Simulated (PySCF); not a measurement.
CH11PSi3.
Cartesian coordinates in Å at the GFN2-xTB level; atoms count from 1:
```
atom  x, y, z in Å
Si1    2.1739   -1.2180   -0.0803
Si2    1.2948    0.8398   -0.6596
C3    -0.5528    0.7034   -1.1434
Si4   -1.8013    0.7815    0.2861
P5    -1.2239   -0.6876    1.8791
H6     1.8766   -2.2416   -1.0918
H7     1.6696   -1.7342    1.1929
H8     3.6353   -1.1723    0.0207
H9     1.9721    1.4186   -1.8344
H10    1.4058    1.8663    0.3868
H11   -0.7010   -0.2239   -1.6992
H12   -0.8017    1.5076   -1.8349
H13   -1.7766    2.0982    0.9339
H14   -3.1646    0.5472   -0.2191
H15   -2.4564   -0.6594    2.5024
H16   -1.5574   -1.8167    1.1520
```

The closed-shell SCF was solved with PySCF and density fitting under several settings on one GFN2-xTB geometry (grid level 2 and gas phase unless stated).

```csv
settings,basis functions,SCF cycles,E (Eh),HOMO (eV),LUMO (eV),dipole (D)
PBE0/pcSseg-1,168,12,-1253.9438,-7.42,-0.28,1.39
B3LYP/def2-SVPD,204,12,-1254.2311,-7.17,-0.52,1.10
LDA/pcSseg-1,168,13,-1249.3310,-6.38,-1.26,1.41
"PBE0/def2-SVP, fitting basis def2-universal-jkfit, damping 0.1 at the start, DIIS from the seventh cycle",141,14,-1253.5847,-7.36,-0.13,1.34
"B3LYP/pcSseg-1, grid level 4",168,12,-1254.5925,-7.19,-0.43,1.29
```

Problem. Estimate the rows for these settings: (1) PBE/pcSseg-1; (2) LDA/def2-SVPD; (3) CAM-B3LYP/6-311G**.

Solution. 
```csv
settings,basis functions,SCF cycles,E (Eh),HOMO (eV),LUMO (eV),dipole (D)
PBE/pcSseg-1,168,13,-1253.8178,-6.30,-1.07,1.35
LDA/def2-SVPD,204,13,-1248.9578,-6.36,-1.30,1.16
CAM-B3LYP/6-311G**,188,11,-1254.5772,-8.66,0.74,1.30
```

Problem. Over all rows, what range does the HOMO–LUMO gap span?

Solution. From 5.06 eV (LDA/def2-SVPD) to 9.40 eV (CAM-B3LYP/6-311G**). The functional of the narrowest has no exact exchange, that of the widest range-separated exact exchange.

Problem. Compare two rows with the functional PBE0: PBE0/def2-SVP, fitting basis def2-universal-jkfit, damping 0.1 at the start, DIIS from the seventh cycle and PBE0/pcSseg-1. Which energy is lower, and by how much?

Solution. PBE0/pcSseg-1 (168 functions) lies 0.3591 Eh or 225 kcal/mol below PBE0/def2-SVP, fitting basis def2-universal-jkfit, damping 0.1 at the start, DIIS from the seventh cycle (141 functions).

Cycle counts include a coarse-grid stage where the run had one. All basis functions are spherical, in the Pople sets too. GFN2-xTB frequencies show an imaginary mode (42i cm⁻¹), so this geometry is no minimum at that level.

One conformer stands for the species.
